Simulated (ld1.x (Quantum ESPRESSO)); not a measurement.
## Configuration tests for Hg (Z = 80) (TM)

- Element: mercury (Hg)
- Generator: ld1.x (Quantum ESPRESSO) 7.5
- Type: norm-conserving Troullier–Martins (Kleinman–Bylander form)
- Functional: LDA (PZ)
- Relativity: scalar-relativistic
- Frozen core: [Xe] 4f14 5d10
- Valence charge: 2
- Reference configuration: 6s0.5 6p0 (charge +1.5)
- Partial waves: 6p (bound, empty): rc 2.45 bohr; 6s (bound): rc 2.30 bohr
- Local potential: the s channel
- Core correction: a·sin(br)/r model core inside 1.90 bohr

Energies are relative to the spin-unpolarised reference configuration 6s0.5 6p0; without spin polarisation the order of configurations can differ from experiment. Spin-polarised rows fill each open shell by Hund’s rule, majority spin first.

Question: Give the all-electron excitation energy and the error of the potential for: 6s2 6p0; 6s1 6p0; 6s1.5 6p0; 6s1 6p1; 6s0 6p1; 6s0 6p2; 6s0.5 6p0 (spin-polarised); 6s1 6p0 (spin-polarised).

Answer:

```tsv
valence configuration	charge	ΔE all-electron (eV)	error AE − PS (meV)
6s2 6p0	0	-19.661	-474
6s1 6p0	+1	-8.613	-64
6s1.5 6p0	+0.5	-15.135	-236
6s1 6p1	0	-13.498	-194
6s0 6p1	+1	-1.074	-5.5
6s0 6p2	0	-6.860	-53
6s0.5 6p0 (spin-polarised)	+1.5	-0.045	-0.5
6s1 6p0 (spin-polarised)	+1	-8.774	-64
```

Levels in the configuration 6s2 6p0:

```tsv
level	all-electron (eV)	pseudo (eV)
6s	-7.135	-6.620
```
